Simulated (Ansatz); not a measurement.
A nudged elastic band was laid between two geometries of CH3BClFO (8 atoms, charge 0, multiplicity 1).

Level of theory: RKS B3LYP-D4/def2-SVP in Ansatz.

- movable images: 7
- climbing image: yes
- spring: 5.0 eV/Å²
- optimiser: quadratic models (default)
- start path: through a guess of the saddle point
- force threshold: 0.05 eV/Å
- iteration limit: 37
- end points: relaxed

Image 0:

```xyz
8
Properties=species:S:1:pos:R:3
O -0.041 0.327 1.420
C 0.446 0.091 0.153
F 1.313 -1.017 0.144
B -0.774 -0.342 -0.770
Cl -1.049 0.452 -2.303
H 0.649 0.729 1.966
H 1.047 0.938 -0.230
H -1.499 -1.235 -0.435
```

Image 8:

```xyz
8
Properties=species:S:1:pos:R:3
O 0.488 0.921 1.152
C 0.678 0.032 0.132
F 0.839 -1.294 0.629
B -0.540 -0.233 -0.856
Cl -2.162 0.067 -0.258
H -0.431 0.853 1.458
H 1.629 0.294 -0.360
H -0.408 -0.696 -1.953
```

Q: Which bonds break or form, and what moves?

A: No bond is made or broken. The dihedral H7–C2–B4–Cl5 goes from 3 to -153°.

Q: Give the energies along the band, and the barrier.

A: The run converged. The highest image is number 5 of 0 to 8, 4.4 kcal/mol above the first end and 5.7 kcal/mol above the last; the last end lies 1.3 kcal/mol below the first. A vibrational analysis at the climbing image gives one clearly imaginary mode, 120i cm⁻¹: a first-order saddle point.

```csv
image,path coordinate (Å),energy (kcal/mol),dihedral H7–C2–B4–Cl5 (°)
0,0.00,0.0,3
1,0.53,0.1,-16
2,1.06,0.5,-35
3,1.60,2.3,-40
4,2.13,3.8,-49
5,2.66,4.4,-69
6,3.39,2.0,-91
7,4.11,-0.3,-122
8,4.84,-1.3,-153
```

Q: What is the geometry of the highest image?

A: 
```xyz
8
Properties=species:S:1:pos:R:3
O 0.237 0.446 1.421
C 0.627 -0.136 0.203
F 1.211 -1.336 0.524
B -0.620 -0.369 -0.756
Cl -1.619 1.026 -1.129
H -0.252 1.258 1.229
H 1.411 0.479 -0.300
H -0.904 -1.425 -1.248
```

Q: What are the harmonic wavenumbers there?

A: 120i, 177, 185, 305, 355, 532, 779, 847, 927, 1039, 1101, 1130, 1253, 1348, 1403, 2683, 2909, 3806 cm⁻¹.

The run took 5.4 min on 1 thread of Arm Neoverse V2 (shared host), peak memory 0.27 GiB.
